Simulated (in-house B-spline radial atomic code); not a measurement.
The numbers below are computed, except where a source is named.
Making a Troullier-Martins d channel for Ge, r_c = 1.89 bohr

Ge, [Ar] 3d10 4s2 4p2, non-relativistic LDA (VWN5), spherical and spin-unpolarised, from a B-spline radial code for spherical atoms (atomic units). The all-electron 3d level is ε = -1.117316 hartree and its outer maximum at 0.50 bohr.

Inside r_c the pseudo-orbital is u(r) = r^3 exp(p(r)), with p = c0 + c2 r² + c4 r⁴ + … + c12 r¹². The seven coefficients follow from p and its first four derivatives at r_c, from zero curvature of the screened potential at the origin, c4 = −c2²/(2l + 5), and from the norm inside r_c. At r_c the all-electron orbital has P = 0.2110996, P' = -0.3122905, the screened potential V = -0.8896258, V' = 1.026974, V'' = -1.734984, and the norm inside is Q = 0.9850432.

(1) What are p, p' and p'' at r_c?

For a trial c2 the five matching conditions are linear in c0, c6, c8, c10 and c12, and c2 is varied until the norm inside r_c equals Q. The root nearest zero gives:

```json
{"n": "0", "c_n": "2.58426"}
{"n": "2", "c_n": "-2.47602"}
{"n": "4", "c_n": "-0.6811863"}
{"n": "6", "c_n": "0.7931987"}
{"n": "8", "c_n": "-0.2643468"}
{"n": "10", "c_n": "0.03990787"}
{"n": "12", "c_n": "-0.002328327"}
```

(2) Check c4 and p(r_c), and find the screened pseudopotential at the origin.

Orbitals and screened potentials:

```tsv
r (bohr)	P	u	V all-electron	V pseudo
0.189	0.5297	0.08184	-91.33	-18.4
0.472	1.151	0.7824	-18.8	-16.84
0.756	0.9897	1.258	-6.826	-11.11
1.04	0.7087	0.927	-3.345	-3.774
1.323	0.4814	0.5295	-1.951	-0.3087
1.606	0.3205	0.3226	-1.27	-0.5804
1.89	0.2111	0.2111	-0.8896	-0.8896
```

Logarithmic derivatives P'/P at R = 2.19 bohr, for energies E around ε:

```csv
E − ε (hartree),all-electron,pseudo
-0.5,1.68708,1.74582
-0.25,1.40682,1.46881
-0.1,0.957783,1.00913
0,-1.49113,-1.49113
0.1,2.73532,2.92819
0.25,1.82017,1.95921
0.5,1.44778,1.59558
```

Answers

(1) p = ln(P/r_c^3) = ln(0.2110996/6.75127) = -3.46516. p' = P'/P − 3/r_c = -1.47935 − 1.58730 = -3.06665. The radial equation gives p'' = 2(V − ε) − 2(3) p'/r_c − p'² = 0.45538 − (-9.73541) − 9.40436 = 0.78643. Differentiating, p''' = 2V' + 2(3)p'/r_c² − 2(3)p''/r_c − 2p'p'' = -0.77026, and p'''' = 2V'' − 4(3)p'/r_c³ + 4(3)p''/r_c² − 2(3)p'''/r_c − 2p''² − 2p'p''' = 1.1068.

(2) −c2²/9 = -0.681186, as listed. The terms c_n r_c^n are 2.58426, -8.84459, -8.69187, 36.15371, -43.03963, 23.21008, -4.83711, which sum to -3.46516. Inverting the radial equation, V_l(r) = ε + 3 p'/r + (p'' + p'²)/2, so V_l(0) = ε + (2l + 3) c2 = -1.117316 + 7 × (-2.47602) = -18.4495 hartree, finite where the all-electron potential diverges.
